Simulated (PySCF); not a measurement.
## [Eu(NO2)2]+ relaxed at several levels

Computed with PySCF 2.14.0, def2-SVP on the ligands, density fitting, scalar-relativistic core potentials, no spin-orbit coupling, vacuum. Each row is relaxed at its own level from the same template. Distances are means of the shortest metal–ligand contacts, charges and spins Mulliken's; removal energies are rigid, with the ligand's formal charge and no counterpoise, so too large; for an anion taken off a cation in vacuum most of it is the attraction of opposite charges, and multiply charged cations can part far more cheaply with an electron moved from ligand to metal. lcecp potentials hold a fixed number of 4f electrons in the core, out of states, spins and gaps.

```csv
level,basis on the metal,point group,M–NO2 (Å),charge on M (e),removal of one NO2 (eV),unstable modes (below −25 cm⁻¹)
BP86,lcecp-1-SVP with ECP52,D2d,2.308,1.47,14.71,2 (soft)
```

**Question.** What does the calculation give for PBE, lcecp-1-SVP with ECP52?

**Answer.** point group: D2d, M–NO2 (Å): 2.308, charge on M (e): 1.45, removal of one NO2 (eV): 14.81, unstable modes (below −25 cm⁻¹): 2 (soft).
```xyz
7

Eu    0.0000    0.0000    0.0000
O     0.7583    0.7583    2.0432
O    -0.7583   -0.7583    2.0432
N     0.0000    0.0000    2.7580
O     0.7583   -0.7583   -2.0432
O    -0.7583    0.7583   -2.0432
N     0.0000    0.0000   -2.7580
```

Members with unstable modes aren't minima as they stand: saddle points kept by symmetry or, where the modes are soft, flat surfaces and noise. One start shape was tried for each, so a minimum needn't be the lowest isomer.
